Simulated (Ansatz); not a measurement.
```xyz
9

O     0.030    1.726   -0.584
W    -0.285    0.038    0.087
O    -0.070   -1.721    0.596
Cl    1.979   -0.266   -0.609
Cl    0.374    0.738    2.190
Cl   -2.447    0.329    0.752
Cl   -1.090   -0.642   -1.970
H     0.819    2.102   -0.985
H     0.690   -2.305    0.522
```

The species carries charge 0 and has multiplicity 1. W: def2 effective core potential.

Question: List the ωB97M-V/def2-TZVPP orbital energies in eV (Ansatz). (An estimate is asked.)

Answer: Computed: Occupied: -2772.55, -2772.12, -2772.12, -2771.82, -528.06, -528.06, -262.95, -262.52, -262.52, -262.22, -200.39, -200.32, -200.30, -199.96, -199.96, -199.89, -199.89, -199.87, -199.87, -199.67, -199.60, -199.57, -89.61, -52.51, -52.19, -52.18, -32.45, -31.57, -26.28, -25.75, -25.38, -25.28, -19.96, -17.72, -15.84, -15.56, -15.17, -15.08, -14.50, -14.36, -13.90, -12.54, -12.45, -12.18, -11.74, -11.44, -11.41, -11.37, -11.35, -10.85. Lowest empty: -2.87, -1.72, -1.61, 0.50, 1.26, 2.46, 2.78, 3.85.
